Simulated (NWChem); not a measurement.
# C$_{2}$H$_{3}$BFN; SMILES C(B(F)N)#C

```xyz
8

C      0.0359     2.2894     0.0000
C      0.0443     1.0734     0.0000
B      0.0389    -0.4683     0.0000
N     -1.1528    -1.1919     0.0000
F      1.2026    -1.1305     0.0000
H      0.0375     3.3648     0.0000
H     -2.0603    -0.7490     0.0000
H     -1.1696    -2.2035     0.0000
```
Atoms are numbered in this order, from 1.

Level: PBE0/def2-SVP (NWChem), optimised geometry, unscaled harmonic frequencies. 

Question: List the harmonic frequencies with IR intensities, and the thermochemistry.

Answer: 
| frequency (cm⁻¹) | IR intensity (km/mol) |
|---|---|
| 168 | 4.0 |
| 237 | 8.1 |
| 383 | 1.8 |
| 490 | 166.9 |
| 504 | 11.1 |
| 586 | 0.2 |
| 654 | 65.2 |
| 716 | 14.0 |
| 729 | 31.2 |
| 755 | 32.1 |
| 890 | 5.2 |
| 1306 | 333.7 |
| 1412 | 145.8 |
| 1598 | 266.3 |
| 2205 | 64.1 |
| 3479 | 45.1 |
| 3645 | 73.6 |
| 3761 | 52.9 |

```
Quantity                                                                           Result
-----------------------------------------------------------------------  ----------------
zero-point energy                                                           33.6 kcal/mol
thermal correction to the enthalpy at 298.15 K (with zero-point energy)     37.6 kcal/mol
heat capacity Cv                                                         18.7 cal/(mol K)
entropy at 298.15 K and 1 atm (symmetry number 1)                        72.8 cal/(mol K)
dipole moment                                                                      2.50 D
```

Rigid rotor and harmonic oscillator.
